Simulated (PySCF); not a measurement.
Excitations are Tamm–Dancoff values on a coarser integration grid. The basis has no diffuse functions, so Rydberg states are missing or too high.

Z-matrix (Å, degrees):
```
Ge
H 1 1.5380
H 1 1.5380 2 111.17
S 1 2.0232 2 124.41 3 -180.00
```
Charge 0, spin multiplicity 1.

### Question
What is the computed LUMO, S1 excitation (TDA), dipole moment, brightest of the four lowest singlets (TDA), hole reorganisation energy (four-point), HOMO, total energy and adiabatic ionisation energy (no zero-point term) (r2SCAN-D4/def2-TZVP run with PySCF)?

### Answer

- LUMO = -3.38 eV
- S1 excitation (TDA) = 2.78 eV
- dipole moment = 2.88 D
- brightest of the four lowest singlets (TDA) = 5.07 eV
- hole reorganisation energy (four-point) = 251 meV
- HOMO = -6.06 eV
- total energy = -2476.3643 Ha
- adiabatic ionisation energy (no zero-point term) = 9.03 eV
